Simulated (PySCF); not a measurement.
Species: BMe2Br, C₂H₆BBr.
Cartesian coordinates in Å at the PBE0-D3(BJ)/def2-SVP level; atoms count from 1:
```
atom  x, y, z in Å
B1    -0.2619   -0.4748    0.0054
C2     1.3013   -0.5247   -0.0123
H3     1.6791   -0.0673    0.9198
H4     1.6893    0.1101   -0.8276
H5     1.7305   -1.5304   -0.1045
C6    -1.0661    0.8666    0.0152
H7    -0.8822    1.3899   -0.9407
H8    -0.6758    1.5397    0.7977
H9    -2.1504    0.7548    0.1429
Br10  -1.2391   -2.1407    0.0085
```

Method used: TDDFT B3LYP/def2-SVPD, vertical, gas phase, core orbitals frozen in the response in PySCF 2.14.0, density-fitted response routines. The B3LYP/def2-SVPD calculation is non-relativistic and has no spin–orbit coupling, an omission that weighs most on bromine.

Question: List the vertical singlet excitations with oscillator strengths and describe the spectrum.

Answer: 

```tsv
state	E (eV)	E (hartree)	f	|μ| (D)	symmetry	main configurations (H = HOMO, L = LUMO)
S1	5.15	0.1891	0.0000	0.00	–	H→L (100%)
S2	6.50	0.2390	0.136	2.35	A	H-1→L (95%)
S3	6.72	0.2471	0.033	1.14	B	H→L+1 (59%), H-2→L (40%)
S4	6.73	0.2472	0.026	1.01	B	H-2→L (59%), H→L+1 (40%)
S5	6.93	0.2546	0.0004	0.12	–	H-3→L (99%)
S6	7.51	0.2760	0.039	1.16	B	H-1→L+1 (98%)
S7	7.53	0.2769	0.0000	0.04	–	H→L+2 (94%)
S8	8.10	0.2977	0.0000	0.01	–	H→L+3 (95%)
S9	8.15	0.2995	0.032	1.01	B	H→L+5 (91%)
S10	8.18	0.3006	0.0003	0.10	–	H→L+4 (98%)
```

Triplets, Tamm–Dancoff:

```csv
state,E (eV),λ (nm),"main configurations (H = HOMO, L = LUMO)"
T1,4.93,251.5,H→L (98%)
T2,5.54,223.7,H-1→L (99%)
T3,6.24,198.8,H-2→L (98%)
T4,6.58,188.5,H-3→L (95%)
```

The lowest singlet comes at 241 nm (496 kJ/mol) in the ultraviolet; it is dark (f under 0.0005); its leading configuration is HOMO→LUMO (100%). The most intense listed level is S2 at 6.50 eV (191 nm, f = 0.136), 1.36 eV above S1. S3/S4 lie within about 0.01 eV of each other. Löwdin shares by element: HOMO bromine 76%, carbon 11%, boron 9%; LUMO boron 45%, carbon 23%, bromine 20%. Weighted by f, the mean energy of these states is 6.90 eV. The listed states span 3.04 eV, and the widest gap between neighbours is 1.36 eV (S1 to S2). Of the 10 states listed, 5 reach f = 0.01 and 5 stay under 0.0005. Symmetry labels in C2 follow from the direction of the transition dipole and are given only for states with f of 0.002 or more. Only the lowest 10 singlets were computed, as vertical energies without vibronic structure.

On Intel Xeon Platinum 8375C at 2.90 GHz, one thread (shared host), this took 17 s wall (with the writing of density and orbital grids) and 0.75 GiB of memory at its peak.
